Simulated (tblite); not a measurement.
C₆H₁₀OSSi.
Atom-mapped SMILES: `[CH3:1][SiH2:2][c:3]1[cH:4][o:5][c:6]([S:7][CH3:8])[cH:9]1` (hydrogens: H10, H11, H12 on C1; H13, H14 on Si2; H15 on C4; H16, H17, H18 on C8; H19 on C9)

Computed with GFN2-xTB (tblite), gas phase: L-BFGS steps from a force-field or distance-geometry start until the largest atomic force falls under 0.01 eV/Å.

Step 0: E = -733.1443 eV
```
atom  x, y, z in Å  |  force x, y, z in eV/Å
C1     -3.5037   -0.7133   -0.3864   -0.286  -0.096   0.776
Si2    -2.1817    0.3923   -1.1449   -0.474   0.311  -0.287
C3     -0.6287    0.2446   -0.1456   -0.993   0.643  -0.199
C4     -0.3904    0.9671    0.9987   -0.539  -0.434  -0.744
O5      0.7989    0.6220    1.4675    0.871   0.871   1.635
C6      1.3625   -0.2789    0.6654    0.021  -0.456  -1.393
S7      2.9878   -0.9829    0.9401   -0.771  -0.312   0.676
C8      4.2083    0.0654    0.1019   -0.474   0.760  -0.661
C9      0.4838   -0.5503   -0.3752    1.301  -0.524   0.256
H10    -3.0310   -1.5537    0.1593   -0.510   0.201  -0.618
H11    -4.1986   -1.0498   -1.1822    0.323   0.048   0.957
H12    -4.0297   -0.1312    0.4102    0.060  -0.571  -0.834
H13    -1.9808    0.0010   -2.5311    0.175  -0.005  -0.222
H14    -2.7065    1.7679   -1.0592    0.182   0.010  -0.095
H15    -1.0881    1.6779    1.4423    0.885  -0.348   0.181
H16     4.0811   -0.1043   -0.9949    0.392   0.240   0.838
H17     3.9700    1.1238    0.3586    0.455  -0.754  -0.231
H18     5.1972   -0.2493    0.4745   -0.620   0.233  -0.290
H19     0.6396   -1.2389   -1.1913    0.000   0.181   0.254
```

**Question.** Estimate the geometry and energy of step 1. (The exact step hangs on the optimiser's Hessian estimate; all steps are aligned on step 0, rigid shifts and turns removed.)

**Answer.** E = -733.3227 eV, largest force 0.774 eV/Å
```
atom  x, y, z in Å  |  force x, y, z in eV/Å
C1     -3.5078   -0.7147   -0.3753    0.012   0.031   0.167
Si2    -2.1884    0.3968   -1.1490   -0.573   0.130  -0.291
C3     -0.6429    0.2538   -0.1484    0.193  -0.072  -0.206
C4     -0.3981    0.9609    0.9881    0.249  -0.288  -0.011
O5      0.8114    0.6345    1.4908    0.143   0.113   0.039
C6      1.3628   -0.2855    0.6455    0.362   0.284   0.060
S7      2.9768   -0.9874    0.9498   -0.464  -0.100   0.405
C8      4.2015    0.0762    0.0924   -0.290   0.040  -0.037
C9      0.5024   -0.5578   -0.3715   -0.192   0.156  -0.011
H10    -3.0383   -1.5508    0.1505   -0.318  -0.063  -0.365
H11    -4.1940   -1.0491   -1.1685    0.158  -0.018   0.757
H12    -4.0288   -0.1394    0.3983   -0.187  -0.279  -0.368
H13    -1.9783    0.0009   -2.5343    0.157  -0.001  -0.184
H14    -2.7039    1.7680   -1.0606    0.119   0.109  -0.100
H15    -1.0754    1.6729    1.4449    0.668  -0.212   0.202
H16     4.0867   -0.1009   -0.9829    0.246   0.161   0.306
H17     3.9765    1.1130    0.3553    0.263  -0.209  -0.118
H18     5.1883   -0.2460    0.4704   -0.636   0.237  -0.289
H19     0.6396   -1.2363   -1.1877    0.094  -0.019   0.045
```

The energy changes by -0.1784 eV. The first-order estimate −F·Δx gives -0.2928 eV and the mean of the old and new forces, exact on a quadratic surface, -0.1791 eV. The step makes an angle of 0° with the force vector and moves no atom by more than 0.029 Å.

The cost below is that of the whole relaxation. On Arm Neoverse V1, one thread, shared host, this took 1.6 s of wall time.
